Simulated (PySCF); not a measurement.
**Working out the excitation energy of Kr⁺**

Kr⁺ [Ar] 3d10 4s2 4p5 (2P) → Kr⁺ [Ar] 3d10 4s1 4p6 (2S). Computed with PySCF 2.14 in x2c-TZVPPall (6s5p4d1f, 48 functions), with scalar relativity by spin-free X2C-1e. Frozen: [Ne]. Energies in hartree (1 hartree = 27.21139 eV):

| part | Kr⁺ (lower) | Kr⁺ (upper) |
| --- | --- | --- |
| UHF | -2787.699412 | -2787.044133 |
| MP2 opposite-spin | -0.218531 | -0.296033 |
| MP2 same-spin | -0.097711 | -0.105341 |

Q: What does Hartree-Fock give?

A: (-2787.044133) − (-2787.699412) = 0.655279 hartree = 17.831 eV.

Q: What do MP2 and SCS-MP2 (6/5 opposite-spin, 1/3 same-spin) give?

A: The opposite-spin parts differ by -2.109 eV and the same-spin parts by -0.208 eV. MP2: 17.831 + (-2.109) + (-0.208) = 15.514 eV. SCS-MP2: 17.831 + 1.2 × (-2.109) + (-0.208)/3 = 15.231 eV.

Measured between the centres of the two terms (NIST): 13.292 eV, so MP2 (valence and next inner shell) is off by 2.222 eV.

What remains against the reference includes basis incompleteness, the frozen core and correlation beyond second order.
